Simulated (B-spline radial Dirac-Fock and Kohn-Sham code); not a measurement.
# Binding energies of Ag⁴⁺ at several levels of theory

System: silver as Ag⁴⁺, configuration 1s2 2s2 2p6 3s2 3p6 3d10 4s2 4p6 4d7.

The density-functional columns are spherical, spin-unpolarised Dirac-Kohn-Sham results without Breit or QED terms: −ε is minus the orbital energy of the initial state and ΔSCF the difference of two total energies. The reference in the last column comes from ΔSCF Dirac-Fock with Breit, self-energy and vacuum polarisation, finite nucleus, configuration average. All numbers are from a radial atomic solver, in eV; a selection of levels is shown. The Kohn-Sham columns are given as differences from the reference. For the 1s level of heavy atoms much of the gap between ΔSCF and the reference is the Breit and QED part, -78.4 eV here; for other levels the error of the functional can be larger.

```csv
level,PBE −ε − DF,PBE ΔSCF − DF,LDA −ε − DF,LDA ΔSCF − DF,Dirac-Fock
1s,-212.2,+102.7,-243.6,+70.3,25584.6
2s,-99.7,-43.3,-103.3,-46.7,3884.4
2p1/2,-75.4,-5.6,-76.6,-6.7,3596.7
2p3/2,-77.8,-11.7,-78.8,-12.5,3423.8
3s,-50.2,-29.5,-51.3,-30.5,791.4
3p1/2,-40.3,-19.1,-40.6,-19.3,676.7
3p3/2,-39.9,-19.3,-40.2,-19.5,645.4
3d5/2,-23.8,-1.6,-23.4,-1.2,437.5
4s,-18.8,-8.5,-18.8,-8.5,169.9
4p1/2,-13.4,-3.5,-13.3,-3.4,131.1
4p3/2,-13.4,-3.7,-13.4,-3.6,125.8
4d,-7.0,+1.6,-6.8,+1.8,66.89
```

Values without a named source are computed, but for edge energies of neutral atoms, which are taken from tables.
